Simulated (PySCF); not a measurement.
A structure optimised at PBE-D3(BJ)/def2-SVP, used in a PySCF frequency run:

```
B
O 1 1.3570
H 2 0.9914 1 105.77
C 1 1.5539 2 122.76 3 180.00
C 4 1.3532 1 122.77 2 0.00
H 5 1.1037 4 122.75 1 180.00
H 5 1.1038 6 116.54 4 180.00
H 4 1.1062 5 117.87 6 0.00
C 1 1.6257 2 111.81 3 0.00
O 9 1.2301 1 117.40 2 0.00
H 9 1.1331 10 119.09 3 180.00
```

Q: Write its SMILES, formula and point group.

A: C=CB(O)C=O, C3H5BO2, Cs

Q: What are its rotational constants (standard atomic weights)?

A: 9.6066, 2.0461, 1.6868 GHz
